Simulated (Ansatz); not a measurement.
`CS[SiH](N)Cl` + HCl → `N[SiH](Cl)Cl` + CH₃SH at 500 K and 1 bar (ligand exchange at the Si–S bond).

Isolated molecules relaxed with PBE0-D4/def2-TZVP in Ansatz; ΔE leaves out vibrations. CBS: MP2 limit from def2 TZ/QZ plus the TZ coupled-cluster correction, frozen cores. This one scheme is used for every species. One conformer a species, not always the lowest.

```csv
species,CCSD(T)/CBS energy (Eh),H − E (kJ/mol),S (J/(mol·K))
`CS[SiH](N)Cl`,-1243.11728,253.2,449.1
HCl,-460.38127,32.5,201.9
`N[SiH](Cl)Cl`,-1265.28357,139.5,380.6
CH₃SH,-438.22835,145.1,283.7
```

H − E and S are ideal-gas, rigid-rotor, harmonic terms from PBE0-D4/def2-TZVP, for one conformer and one mirror image of each species. 1 Eh = 2625.50 kJ/mol, R = 8.31446 J/(mol·K).

Task: By hand: ΔE, ΔH, ΔS and ΔG.

Result: ΔE = (-1265.28357) + (-438.22835) − (-1243.11728) − (-460.38127) = -0.01337 Eh = -35.1 kJ/mol. Δ(H − E) = 139.5 + 145.1 − 253.2 − 32.5 = -1.1, so ΔH = -36.2 kJ/mol. ΔS = 380.6 + 283.7 − 449.1 − 201.9 = 13.3 J/(mol·K). ΔG = -36.2 − 500 × (13.3)/1000 = -42.9 kJ/mol.

Task: By hand: the equilibrium constant, and the temperature at which ΔG would vanish if ΔH and ΔS stayed fixed.

Result: log₁₀ K = −ΔG/(RT ln 10) = 4.5. ΔH and −TΔS have one sign here, so there is no such temperature.

The number of gas molecules stays the same, so ΔS is small and ΔH decides. A doubt of 5 kJ/mol in ΔE shifts log₁₀ K by 0.5 here. Other conformers and mirror images would add mixing entropy, several J/(mol·K) or more a flexible species. These are equilibria of isolated gas molecules and say nothing of rates. Largest T1 diagnostic: 0.010 (customary marks: 0.02 for closed shells, 0.045 for open ones).
